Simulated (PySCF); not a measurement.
NMR data simulated for an unnamed compound:

1H NMR (600 MHz, computed): δ 6.24 (br s, 1H), 5.69 (br s, 1H), 5.21 (br s, 1H), 4.32 (br s, 1H), 3.83 (q, 2H), 1.46 (t, 3H).

13C{1H} NMR (computed): δ 163.6 (C), 146.4 (C), 120.2 (CH2), 91.0 (CH2), 66.5 (CH2), 17.3 (CH3).

Level of theory: σ from GIAO-PBE0/pcSseg-1, geometry: GFN2-xTB, in PySCF (no solvent, no relativistic terms, one computed conformer, rapidly exchanging positions averaged).

Referencing at the same level of theory: 1H, 13C against TMS.

Q: Which of these does the molecule contain: an ester, a CH3CH2 unit, a non-aromatic C=C double bond, a heteroaromatic ring, a benzene ring?

A: 
- An ester: no.
- A CH3CH2 unit: yes (δC 17.3, 66.5; δH 1.46 (t), 3.83 (q)).
- A non-aromatic C=C double bond: yes.
- A heteroaromatic ring: no.
- A benzene ring: no.

The data belong to `C=C(Cl)C(=C)OCC`, C6H9ClO; they needn't prove each group on their own.

Carbon signals by region: 1 in the far downfield region (above 160 ppm), 2 in the sp2 and nitrile region (100–160 ppm), 2 at 50–100 ppm, 1 below 50 ppm. Above 160 ppm: 163.6, alkene carbon bearing oxygen.

Carbons that carry Cl, above all several Cl atoms, come out too deshielded, partly because spin–orbit coupling is missing. Shifts are as computed. Against solution values, carbons near 30 ppm lie about +3 ppm off and those near 130 ppm about +5 ppm; carbons on Cl a further +6 ppm. Of 1211 compounds with measured shifts, 218 miss one by over three times the rms of a fit or turn the order of signals round; such compounds aren't used in these exercises. Multiplicities follow the n + 1 count of equivalent neighbours, as no J values were calculated; m marks all less simple cases, F and P coupling included.
